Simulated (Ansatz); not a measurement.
`FC(F)[C@H]1O[C@@H]1F`. Total charge 0; spin multiplicity 1. The structure was optimised at the PBE0-D4/def2-TZVP level. It is one conformer, not always the lowest.

```xyz
10

F    -0.614   -0.846    1.927
C    -0.940   -0.562    0.643
F    -1.658    0.584    0.635
C     0.327   -0.406   -0.148
O     0.167    0.040   -1.497
C     0.804    0.885   -0.611
F     2.124    1.047   -0.817
H    -1.580   -1.365    0.261
H     1.052   -1.204   -0.009
H     0.317    1.828   -0.384
```

Problem. What is the dipole moment at ωB97M-V/def2-TZVPP? (An estimate is asked.)

Solution. Ansatz gave: 0.96 D, with components (-0.36, -0.83, 0.30) D in this frame, pointing from negative to positive charge.

Problem. And with PBE, r2SCAN, B3LYP? (Estimate.)

Solution. The calculation gave: PBE 0.87 D, r2SCAN 0.90 D, B3LYP 0.96 D.

Problem. Give the Mulliken charges with ωB97M-V, B3LYP, PBE in def2-TZVPP. (An estimate is asked.)

Solution. Ansatz gave: 
| atom | ωB97M-V | B3LYP | PBE |
| --- | --- | --- | --- |
| F1 | -0.19 | -0.20 | -0.16 |
| C2 | 0.29 | 0.32 | 0.26 |
| F3 | -0.19 | -0.20 | -0.16 |
| C4 | 0.00 | 0.02 | 0.01 |
| O5 | -0.29 | -0.31 | -0.24 |
| C6 | 0.23 | 0.25 | 0.18 |
| F7 | -0.19 | -0.20 | -0.16 |
| H8 | 0.09 | 0.08 | 0.06 |
| H9 | 0.13 | 0.12 | 0.10 |
| H10 | 0.12 | 0.12 | 0.10 |

B3LYP here is the variant with VWN-RPA as its local correlation; programs differ in this.
